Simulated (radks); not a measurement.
Values are calculated unless marked as measured or tabulated.
Spherical quantum dot in the effective-mass picture: electrons in a hard-walled sphere of radius 1.49, all in effective atomic units (hartree* = m*/eps^2 hartree, bohr* = eps/m* bohr), one dielectric constant everywhere. Level of theory: non-relativistic Kohn-Sham, PBE, spin-polarised, spherical densities (a radial shooting solver with Libxc functionals). Levels are named by radial order and angular momentum (1s, 1p, 1d, 2s, ...), and open shells are averaged over m.

N = 4, configuration 1s2 1p(up 2, down 0). This is the lowest configuration that the search found. Occupied and some empty levels:

| level | occupation | eigenvalue (hartree*) | <r> (bohr*) |
|---|---|---|---|
| 1s up | 1 | 5.6389 | 0.7881 |
| 1s down | 1 | 5.8536 | 0.7807 |
| 1p up | 2 | 7.7082 | 0.9042 |
| 1p down | 0 | 7.9646 | 0.9024 |
| 1d up | 0 | 10.491 | 0.9778 |
| 1d down | 0 | 10.760 | 0.9779 |
| 2s up | 0 | 12.404 | 0.7288 |
| 2s down | 0 | 12.522 | 0.7318 |
| 1f up | 0 | 13.910 | 1.031 |
| 1f down | 0 | 14.179 | 1.031 |

Energy (hartree*): total 19.2812, kinetic 13.656, external 0, Hartree 8.4827, exchange-correlation -2.8579.
